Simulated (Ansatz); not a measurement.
Reaction (redistribution): `C[N](C)[Ge]([F])([N](C)C)[N](C)C` + `C[O][In]([Cl])[Cl]` → `C[N](C)[Ge]([Cl])([N](C)C)[N](C)C` + `C[O][In]([F])[Cl]`

Isolated molecules relaxed with PBE0-D4/def2-TZVP in Ansatz; ΔE leaves out vibrations. CCSD(T)/CBS adds triple-zeta CCSD(T) − MP2 to the extrapolated MP2 energy (def2 sets, frozen cores). DFT in def2-TZVPP. def2 core potentials past Kr. For Ge, In outer-core shells are correlated without core-valence functions, which leaves a few kJ/mol of doubt a bond. Scalar relativity is left out up to krypton. One conformer a species, not always the lowest.

`C[N](C)[Ge]([F])([N](C)C)[N](C)C`:

Cartesian coordinates in Å:
```
C -1.942 -1.405 -0.224
N -1.001 -0.832 -1.156
C -1.592 -0.461 -2.419
Ge 0.405 0.115 -0.494
F 1.258 0.605 -1.938
N 1.325 -0.984 0.596
C 1.448 -2.392 0.309
C 2.333 -0.478 1.494
N 0.173 1.687 0.393
C -0.526 1.664 1.656
C -0.008 2.915 -0.344
H -2.777 -0.727 0.016
H -2.377 -2.323 -0.639
H -1.445 -1.669 0.712
H -2.409 0.271 -2.310
H -2.012 -1.347 -2.911
H -0.838 -0.037 -3.082
H 1.316 -2.987 1.222
H 0.690 -2.701 -0.412
H 2.434 -2.641 -0.108
H 2.215 0.598 1.630
H 2.253 -0.959 2.478
H 3.349 -0.664 1.117
H -0.354 0.718 2.174
H -1.614 1.800 1.548
H -0.161 2.469 2.307
H 0.379 3.761 0.237
H -1.065 3.127 -0.568
H 0.541 2.877 -1.285
```

`C[O][In]([Cl])[Cl]`:

Z-matrix (Å, degrees):
```
C
O 1 1.412
H 1 1.096 2 113.7
H 1 1.094 2 108.3 3 -119.9
H 1 1.096 2 110.6 3 121.6
In 2 1.957 1 121.9 3 -22.1
Cl 6 2.291 2 120.4 1 -176.3
Cl 6 2.308 2 118.2 1 4.9
```

`C[N](C)[Ge]([Cl])([N](C)C)[N](C)C`:

Z-matrix (Å, degrees):
```
C
N 1 1.445
H 1 1.092 2 110.6
H 1 1.097 2 110.0 3 -118.9
H 1 1.101 2 112.9 3 121.3
Ge 2 1.826 1 117.0 3 -31.7
C 2 1.442 1 113.1 3 -179.8
Cl 6 2.170 2 105.5 1 176.8
N 6 1.827 2 120.1 1 -64.3
N 6 1.810 2 106.1 1 55.8
H 7 1.090 2 110.6 1 -179.2
H 7 1.102 2 112.9 1 59.3
H 7 1.097 2 109.8 1 -60.4
C 9 1.445 6 116.8 2 63.4
C 9 1.442 6 121.2 2 -81.6
C 10 1.444 6 119.3 2 42.6
C 10 1.444 6 119.3 2 -170.8
H 14 1.102 9 112.9 6 -89.1
H 14 1.092 9 110.6 6 32.2
H 14 1.097 9 110.0 6 151.0
H 15 1.090 9 110.7 6 -34.7
H 15 1.097 9 109.8 6 -153.4
H 15 1.102 9 112.9 6 86.9
H 16 1.097 10 110.2 6 -148.0
H 16 1.100 10 112.2 6 92.1
H 16 1.091 10 110.4 6 -28.5
H 17 1.091 10 110.4 6 28.4
H 17 1.100 10 112.2 6 -92.2
H 17 1.097 10 110.2 6 148.0
```

`C[O][In]([F])[Cl]`:

```xyz
8

C     0.072    1.380   -0.028
O    -0.293    0.261   -0.812
In   -0.149   -1.560   -0.115
F     0.690   -1.717    1.628
Cl   -0.823   -3.463   -1.183
H     0.359    2.185   -0.711
H    -0.771    1.730    0.579
H     0.916    1.186    0.642
```

| level | ΔE (kcal/mol) |
| --- | --- |
| r2SCAN-D4 | 12.8 |
| r2SCANh-D4 | 13.4 |
| BHLYP-D4 | 14.5 |
| PBE | 12.0 |
| revPBE | 12.1 |
| HF/def2-SVP | 19.4 |
| CCSD(T)/def2-SVP | 14.8 |
| MP2/CBS(def2) | 11.6 |

(1) What does CCSD(T)/CBS give? (An estimate is asked.)

Largest T1 diagnostic among the species: 0.016.

## Answers

(1) The calculation gave: +12.6 kcal/mol. The listed levels differ from it by 0.2, 0.8, 1.9, -0.6, -0.5, 6.8, 2.2, -1.0 kcal/mol.

At CCSD(T), def2-SVP lies +2.1 kcal/mol from the extrapolated value and def2-TZVPP +0.7 kcal/mol. From PBE to PBE0 (25 % exact exchange), in def2-TZVPP and without D4, ΔE moves by +1.7 kcal/mol. The D4 term adds −1.9 kcal/mol with B3LYP and −1.1 kcal/mol with PBE0; it sums over pairs of atoms, weighted by their polarisabilities, and B3LYP, whose exchange is more repulsive, gets the larger term.

B3LYP here is the variant with VWN-RPA as its local correlation; programs differ in this.
